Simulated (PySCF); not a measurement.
Simulation results for GeH₅NOSi

All values are calculated (PySCF 2.14.0). Calculation on a computer-drawn molecule: the log of a Hartree-Fock and frozen-core CCSD(T) single point meant for a local Hartree-Fock minimum, with one planted fault or none, to be diagnosed. Offsets are logged minus clean, where the clean run is the same molecule without the fault. The reference is restricted for singlets and unrestricted otherwise, and also for a bond in bohr or an excited solution. Adding or removing an electron swaps singlet and doublet. The excited solution moves the top pair (singlet) or top alpha electron (doublet) to the lowest empty orbital. Highest occupied and lowest empty are orbital energies over both spins, largest force is the largest gradient component, triples share is (T) over the correlation energy, the T1 limit is 0.02 restricted and 0.045 unrestricted, electrons count all cores, a negative frequency is imaginary (commonest isotopes), and the dipole is about the centre of nuclear charge; on germanium a core potential holds 10 electrons, which the energies leave out, and 3d is frozen in MP2 and coupled-cluster steps.

## GeH₅NOSi

Logged structure:
```xyz
9
GeH5NOSi
N     -0.7007     1.5236     3.9897
Si     0.7758     1.2764     3.1053
Ge     0.5236     2.1246     0.7812
O      2.1197     1.4434     0.3139
H     -1.1002     2.4446     3.9998
H     -0.7771     1.1250     4.9087
H      1.9780     1.9107     3.7223
H      1.0273    -0.1860     3.0856
H      2.3567     1.5924    -0.5907
```

* meant charge: 0
* meant multiplicity: 1
* meant basis: cc-pV(D+d)Z
* meant basis and core potential on germanium: cc-pVDZ-PP ECP10MDF
* logged electrons: 66
* logged basis functions: 99
* logged SCF converged: yes
* logged spin squared: 2.0205
* logged highest occupied: -6.9392 eV
* logged lowest empty: 0.05746 eV
* logged largest force: 0.016872 hartree/bohr
* logged T1 diagnostic: 0.01833
* logged D1 diagnostic: 0.070761
* logged triples share: 0.025701
* logged CC converged: yes
* logged dipole magnitude: 1.8982 debye
* logged SCF stable within its kind: yes
* logged energy HF: -714.52982 hartree
* logged energy CCSD(T): -715.10813 hartree
* possible faults: no fault, one electron removed, one electron added, multiplicity raised by two, geometry at a saddle point, SCF held on an excited solution, minimal basis STO-3G, one bond length entered in bohr, all coordinates scaled
* planted fault: multiplicity raised by two
* HF energy offset from clean run: 23.54 kcal/mol
* CCSD(T) energy offset from clean run: 35.29 kcal/mol

Drawn bonds:
| atom | other atom | order |
| --- | --- | --- |
| 1 | 2 | 1 |
| 2 | 3 | 1 |
| 3 | 4 | 1 |
| 1 | 5 | 1 |
| 1 | 6 | 1 |
| 2 | 7 | 1 |
| 2 | 8 | 1 |
| 4 | 9 | 1 |
